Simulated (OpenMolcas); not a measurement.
Sb⁺: effect of the active space

```yaml
Program: OpenMolcas
Method: CASSCF or its RAS form
Basis: ANO-RCC-VTZP
Scalar_Hamiltonian: DKH2, point nucleus
Spin-orbit_coupling: RASSI with atomic mean-field integrals over the reference wave functions, term energies averaged over their components
```

A. 2 electrons in 3 orbitals (5p); 2S+1 = 3 even, 3 roots; 2S+1 = 1 even, 6 roots; cost of the order of 2.7 core-seconds
B. 4 electrons in 4 orbitals (5s 5p); 2S+1 = 3 even, 3 roots; 2S+1 = 1 even, 6 roots; 2S+1 = 5 odd, 1 root; 2S+1 = 3 odd, 9 roots; 2S+1 = 1 odd, 8 roots; cost of the order of 16 core-seconds
C. 4 electrons in 8 orbitals (5s 5p 6s 6p); 2S+1 = 3 even, 3 roots; 2S+1 = 1 even, 6 roots; 2S+1 = 5 odd, 1 root; 2S+1 = 3 odd, 9 roots; 2S+1 = 1 odd, 8 roots; cost roughly 22 core-seconds
D. 4 electrons in 9 orbitals (RAS2 5s 5p; RAS3 5d, at most 2 electrons); 2S+1 = 3 even, 3 roots; 2S+1 = 1 even, 6 roots; 2S+1 = 5 odd, 1 root; 2S+1 = 3 odd, 8 roots; 2S+1 = 1 odd, 8 roots; cost about 30 core-seconds

Energies in eV above 5s2 5p2 3P0, the measured ground level; measured values from NIST Handbook of Basic Atomic Spectroscopic Data.

| Level | A | B | C | D | Measured |
| --- | --- | --- | --- | --- | --- |
| 5s2 5p2 3P0 | 0.0000 | 0.0000 | 0.0000 | 0.0000 | 0.0000 |
| 5s2 5p2 3P1 | 0.3031 | 0.3259 | 0.3130 | 0.3098 | 0.3787 |
| 5s2 5p2 3P2 | 0.6347 | 0.6545 | 0.6301 | 0.6363 | 0.7015 |
| 5s2 5p2 1D2 | 1.7594 | 1.7837 | 1.7360 | 1.7336 | 1.5857 |
| 5s2 5p2 1S0 | 3.5120 | 2.8993 | 2.8075 | 3.2108 | 2.9639 |

Deviations, from unrounded energies. A percentage is the sum of absolute deviations over the sum of measured energies, with the sign that they share, or ± where signs differ.

```
                        Against measurement  Levels      A     B      C      D
             mean absolute deviation (cm-1)       4   1700   730    890   1100
      fine structure of the ground term (%)       2  -13.2  -9.2  -12.7  -12.4
other terms of the ground configuration (%)       2  +15.9  ±5.8   ±6.7   +8.7
```

B lies closest to measurement on these levels and A furthest from it. The largest miss of B in the table is 5s2 5p2 1D2, by +1600 cm-1. The ranking rests on the paired levels alone, and a cruder setting can come out closer through cancelling errors.

Among A to D the level of the table that moves most is 5s2 5p2 1S0, by 5700 cm-1 (lowest in C, highest in A).

With the s shell closed, the reference lacks s² → p² mixing (holds for A). The run also gave levels led by 5s2 5p 6s, which use shells meant for correlation; these and all levels above them are left out (holds for C). The run also gave levels led by 5s2 5p 5d, which use shells meant for correlation; these and all levels above them are left out (holds for D). Measured partners are found by configuration, term and J. A level has none where our copy of the source lacks it or the pairing is in doubt (some pairs that miss far off the trend of their configuration count as doubtful), and it then counts in no deviation. Levels of configurations outside the active space are missing. Levels that lie high or do not pair safely by name in every column are left out.
